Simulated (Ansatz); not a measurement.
`C[Se][GeH2][Cl]` and `[CH3][GeH2][Se]C` differ in one atom or group.

Ansatz, PBE0-D4/def2-TZVP geometries, multiplicity 1. Each molecule was computed in one conformer, which needn't be the lowest.

Scalar relativity is left out up to krypton. Spin–orbit coupling is left out; it splits and shifts lone-pair levels of the heavy atoms by tenths of an eV.

```json
{"property": "HOMO energy (PBE0/def2-TZVPP) / eV", "`C[Se][GeH2][Cl]`": "-6.89"}
{"property": "size of the dipole moment (PBE/def2-TZVPP) / D", "`C[Se][GeH2][Cl]`": "1.72"}
{"property": "zero-point energy (PBE0-D4/def2-TZVP) / kJ/mol", "`C[Se][GeH2][Cl]`": "145.6"}
{"property": "HOMO–LUMO gap (PBE/def2-TZVPP) / eV", "`C[Se][GeH2][Cl]`": "4.15"}
{"property": "LUMO energy (ωB97M-V/def2-TZVPP) / eV", "`C[Se][GeH2][Cl]`": "1.15"}
{"property": "size of the dipole moment (B3LYP/def2-TZVPP) / D", "`C[Se][GeH2][Cl]`": "1.76"}
```

(1) Give the same properties after the change, and the shifts. (Best estimate.)

Results:

(1) Computed: 
```
                                        property  `[CH3][GeH2][Se]C`  shift
              HOMO energy (PBE0/def2-TZVPP) / eV               -6.33   0.56
  size of the dipole moment (PBE/def2-TZVPP) / D                1.79   0.07
  zero-point energy (PBE0-D4/def2-TZVP) / kJ/mol               237.4   91.8
             HOMO–LUMO gap (PBE/def2-TZVPP) / eV                4.45   0.30
           LUMO energy (ωB97M-V/def2-TZVPP) / eV                1.88   0.73
size of the dipole moment (B3LYP/def2-TZVPP) / D                1.81   0.05
```

With PBE0 the HOMO rises by 0.56 eV and the LUMO rises by 0.83 eV, so the gap widens by about 0.27 eV. PBE moves the HOMO by 0.55 eV and ωB97M-V by 0.54 eV. The zero-point energy changes by 91.8 kJ/mol with +9 modes. Dipoles are sizes alone; their direction can turn.

Positive LUMOs are unbound, so they and the gaps depend on the basis.

B3LYP here is the variant with VWN-RPA as its local correlation; programs differ in this.
